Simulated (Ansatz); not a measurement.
Consider the homolysis of the Al–H bond: `[NH2][AlH][Br]` → `[NH2][Al][Br]`• + H•.

Gas-phase electronic energies from Ansatz, PBE0-D4/def2-TZVP geometries. CCSD(T)/CBS adds triple-zeta CCSD(T) − MP2 to the extrapolated MP2 energy (def2 sets, frozen cores). This one scheme is used for every species, atoms too. DFT in def2-TZVPP. HSE06 is defined as in plane-wave codes. Open shells (•) are unrestricted, without spin–orbit coupling. For Br outer-core shells are correlated without core-valence functions, so the limit isn't a true one: a few kJ/mol of doubt a bond, and 10 to 20 or more in all where bonds break to atoms. Scalar relativity is left out up to krypton. One conformer a species, not always the lowest.

`[NH2][AlH][Br]`:

Z-matrix (Å, degrees):
```
N
Al 1 1.756
H 1 1.007 2 125.0
H 1 1.007 2 124.3 3 -180.0
Br 2 2.258 1 117.4 3 -0.0
H 2 1.571 1 121.8 3 180.0
```

`[NH2][Al][Br]`•:

Z-matrix (Å, degrees):
```
N
Al 1 1.765
H 1 1.007 2 124.9
H 1 1.009 2 124.1 3 -180.0
Br 2 2.281 1 116.6 3 180.0
```

```tsv
level	ΔE (kJ/mol)	difference from CCSD(T)/CBS
LDA (SPW92)	380.4	4.9
r2SCAN-D4	353.3	-22.2
PBE0-D4	350.2	-25.3
BHLYP-D4	368.5	-7.0
r2SCAN0	355.0	-20.5
HSE06	349.9	-25.6
HF/def2-SVP	291.7	-83.8
HF/def2-TZVPP	288.1	-87.4
MP2/def2-TZVPP	354.8	-20.7
CCSD/def2-TZVPP	369.3	-6.2
CCSD(T)/CBS	375.5	0
```

Largest T1 diagnostic among the species: 0.011.

Leaving LDA and LC-ωPBE aside and taking each functional with its dispersion term where it has one, the values, not all of them listed here, spread over 39.7 kJ/mol, from revPBE-D4 to B97M-V. LDA lies +35.3 kJ/mol from PBE without D4, its usual overbinding. From BLYP to BHLYP (50 % exact exchange), in def2-TZVPP and without D4, ΔE moves by +11.8 kJ/mol.
